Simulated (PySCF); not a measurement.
**Electron correlation in Ce³⁺ (cerium, charge +3)**

[Xe] 4f1, 2F determinant. Calculation: PySCF 2.14, in ANO-RCC-VTZP (8s7p5d3f2g1h, 104 functions); the spin-free X2C one-electron Hamiltonian (Gaussian nucleus). Frozen: [Kr] 4d10; 9 electrons correlated.

| level | correlation energy (mhartree) |
| --- | --- |
| CCSD | -226.32 |
| (T) | -6.43 |
| CCSD(T) | -232.75 |

Diagnostics: T1 = 0.0050, D1 = 0.0201, largest double amplitude 0.032.

Task: Is a single reference adequate?

Result: Yes, within this model without spin-orbit coupling: T1 lies below 0.03 and no double amplitude reaches 0.07.
